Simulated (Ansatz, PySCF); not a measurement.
C2H6ClFSi, SMILES C[Si](C)(F)Cl. Atoms are numbered in the order given.

```xyz
11

C      1.6820    -1.0621     0.0876
Si     0.1339    -0.0685     0.3178
C     -1.1834    -0.8895     1.3314
F      0.5247     1.3449     1.0271
Cl    -0.6421     0.4036    -1.5372
H      2.4117    -0.5058    -0.5205
H      1.4582    -2.0103    -0.4262
H      2.1435    -1.2939     1.0609
H     -2.0637    -0.2348     1.4237
H     -1.5035    -1.8316     0.8592
H     -0.8101    -1.1161     2.3430
```

Coordinates come from a ωB97X-D3(BJ)/def2-SVP optimisation.

Two levels are set side by side: PBE-D3(BJ)/def2-SVP (Ansatz, a first-principles code) and ωB97X-D3(BJ)/def2-SVP (PySCF). Each level has its own optimised geometry; the coordinates shown are those of the second. Frequencies come from the Hessian of PySCF at each geometry. Differences are taken from unrounded values.

```csv
quantity,ωB97X-D3(BJ)
mean bond length (Å),1.401
bond C1–Si2 (Å),1.854
bond Si2–C3 (Å),1.854
bond Si2–F4 (Å),1.629
bond Si2–Cl5 (Å),2.066
bond C1–H6 (Å),1.101
bond C1–H7 (Å),1.101
bond C1–H8 (Å),1.102
bond C3–H9 (Å),1.101
bond C3–H10 (Å),1.101
bond C3–H11 (Å),1.102
highest harmonic wavenumber (cm⁻¹),3184
mean harmonic wavenumber (cm⁻¹),1287
zero-point energy (kcal/mol),49.66
```

Problem. What does PBE-D3(BJ) give, and how far is it from ωB97X-D3(BJ)? (An estimate is asked for; the answer gives what the named calculation found.)

Solution. 
```json
[
 {"quantity": "mean bond length (Å)", "PBE-D3(BJ)": "1.411", "PBE-D3(BJ) minus ωB97X-D3(BJ)": "0.010"},
 {"quantity": "bond C1–Si2 (Å)", "PBE-D3(BJ)": "1.865", "PBE-D3(BJ) minus ωB97X-D3(BJ)": "0.011"},
 {"quantity": "bond Si2–C3 (Å)", "PBE-D3(BJ)": "1.865", "PBE-D3(BJ) minus ωB97X-D3(BJ)": "0.011"},
 {"quantity": "bond Si2–F4 (Å)", "PBE-D3(BJ)": "1.642", "PBE-D3(BJ) minus ωB97X-D3(BJ)": "0.013"},
 {"quantity": "bond Si2–Cl5 (Å)", "PBE-D3(BJ)": "2.084", "PBE-D3(BJ) minus ωB97X-D3(BJ)": "0.018"},
 {"quantity": "bond C1–H6 (Å)", "PBE-D3(BJ)": "1.108", "PBE-D3(BJ) minus ωB97X-D3(BJ)": "0.007"},
 {"quantity": "bond C1–H7 (Å)", "PBE-D3(BJ)": "1.109", "PBE-D3(BJ) minus ωB97X-D3(BJ)": "0.007"},
 {"quantity": "bond C1–H8 (Å)", "PBE-D3(BJ)": "1.109", "PBE-D3(BJ) minus ωB97X-D3(BJ)": "0.007"},
 {"quantity": "bond C3–H9 (Å)", "PBE-D3(BJ)": "1.108", "PBE-D3(BJ) minus ωB97X-D3(BJ)": "0.007"},
 {"quantity": "bond C3–H10 (Å)", "PBE-D3(BJ)": "1.109", "PBE-D3(BJ) minus ωB97X-D3(BJ)": "0.007"},
 {"quantity": "bond C3–H11 (Å)", "PBE-D3(BJ)": "1.109", "PBE-D3(BJ) minus ωB97X-D3(BJ)": "0.007"},
 {"quantity": "highest harmonic wavenumber (cm⁻¹)", "PBE-D3(BJ)": "3090", "PBE-D3(BJ) minus ωB97X-D3(BJ)": "-94"},
 {"quantity": "mean harmonic wavenumber (cm⁻¹)", "PBE-D3(BJ)": "1240", "PBE-D3(BJ) minus ωB97X-D3(BJ)": "-46"},
 {"quantity": "zero-point energy (kcal/mol)", "PBE-D3(BJ)": "47.87", "PBE-D3(BJ) minus ωB97X-D3(BJ)": "-1.78"}
]
```

GGA bonds tend to be longer and softer than those of functionals with exact exchange. Differences between two approximate levels are no errors against the true value.
